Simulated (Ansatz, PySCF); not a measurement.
Species: HO, charge 1, multiplicity 3. SMILES: [OH+]
Geometry from a B3LYP-D3(BJ)/def2-TZVP (Ansatz, a first-principles code) optimisation:
```xyz
2

O      0.0000     0.0000    -0.1156
H      0.0000     0.0000     0.9251
```
Charge +1, spin multiplicity 3.

Wanted: vertical ionisation energy (to the quartet state of charge +2; each state is the SCF solution reached for its spin), in eV. Valence correlation only, unless marked. UHF or UKS for open shells. No spin-orbit coupling. No relativistic terms. Basis-set limits of correlation are two-point, X^-3; Hartree-Fock from the larger set.

```json
[
 {"level": "SVWN5/def2-TZVPD", "program": "Ansatz", "vertical ionisation energy (eV)": "30.10", "minus last row": "0.22"},
 {"level": "r2SCAN/def2-TZVPD", "program": "Ansatz", "vertical ionisation energy (eV)": "29.90", "minus last row": "0.02"},
 {"level": "B3LYP/def2-TZVPD", "program": "Ansatz", "vertical ionisation energy (eV)": "30.34", "minus last row": "0.46"},
 {"level": "wB97X-V/def2-TZVPD", "program": "Ansatz", "vertical ionisation energy (eV)": "30.11", "minus last row": "0.23"},
 {"level": "CCSD/def2-TZVPPD", "program": "Ansatz", "vertical ionisation energy (eV)": "29.67", "minus last row": "-0.21"},
 {"level": "CCSD/aug-cc-pVQZ", "program": "Ansatz", "vertical ionisation energy (eV)": "29.76", "minus last row": "-0.12"},
 {"level": "CCSD(T)/CBS(aug-cc-pVTZ,aug-cc-pVQZ)", "program": "Ansatz", "vertical ionisation energy (eV)": "29.88", "minus last row": "0.00"}
]
```

For comparison, minus the highest occupied orbital energy (PySCF): 23.85 eV at TPSS/def2-TZVPD, 25.56 eV at PW6B95/def2-TZVPD, 23.69 eV at M06-L/def2-TZVPD.
